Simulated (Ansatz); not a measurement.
## Which is lower?

Two relaxed structures of AlH2OF2 (charge +1), singlet (PBE0-D4/def2-TZVP; forces vanish, vibrations not checked).

A:

```xyz
6
angstrom
O -0.1628 0.8727 0.0332
Al 0.1707 -0.9152 -0.0349
F 1.7507 -1.1237 0.1428
F -1.2305 -1.6649 -0.2490
H 0.5154 1.5570 0.1565
H -1.0434 1.2740 -0.0486
```

B:

```json
{"atom": "O1", "x (Å)": "-0.3144", "y (Å)": "0.8774", "z (Å)": "0.1192"}
{"atom": "Al2", "x (Å)": "-0.3363", "y (Å)": "-0.7404", "z (Å)": "-0.0748"}
{"atom": "F3", "x (Å)": "1.4201", "y (Å)": "-1.1313", "z (Å)": "0.3480"}
{"atom": "F4", "x (Å)": "-1.0305", "y (Å)": "-2.1401", "z (Å)": "-0.4227"}
{"atom": "H5", "x (Å)": "2.0555", "y (Å)": "-0.4762", "z (Å)": "0.5935"}
{"atom": "H6", "x (Å)": "-0.9305", "y (Å)": "1.6064", "z (Å)": "0.0398"}
```

Program: Ansatz 0.2.0. Basis: def2-TZVPP. Cores are frozen in the correlated methods. B3LYP uses VWN-RPA correlation.

Which structure is lower at CCSD(T), and by how much? (An estimate is asked for; the value comes from the calculation.)

The calculation gives: A, by 1.204 eV (electronic energy, against the other). By their contacts, A is AlH₂OF₂ ([OH2][Al]([F])[F]), total charge +1 and B is AlH₂OF₂ ([OH][Al]([F])[FH]), total charge +1.

All methods give the same order:

```json
{"method": "PBE-D4", "E(B) − E(A) (eV)": "1.172"}
{"method": "r2SCAN-D4", "E(B) − E(A) (eV)": "1.206"}
{"method": "PBE0-D4", "E(B) − E(A) (eV)": "1.207"}
{"method": "B3LYP-D4", "E(B) − E(A) (eV)": "1.207"}
{"method": "wB97M-V", "E(B) − E(A) (eV)": "1.194"}
{"method": "HF", "E(B) − E(A) (eV)": "1.288"}
{"method": "MP2", "E(B) − E(A) (eV)": "1.195"}
{"method": "CCSD", "E(B) − E(A) (eV)": "1.218"}
{"method": "CCSD(T)", "E(B) − E(A) (eV)": "1.204"}
```

The T1 diagnostic stays at or below 0.013.

Labels in which every atom is bracketed show which atoms are joined, not bond orders.

For scale, one of the runs: CCSD(T)/def2-TZVPP, 163 basis functions, launched by `ansatz run in.yaml --threads 2 --pin off --events-out ev --progress --plain --max-ram 4352MiB`. The run took 30 s on 2 CPU threads of an Arm Neoverse V1 (shared host), with 1.3 GiB of host memory at its peak.
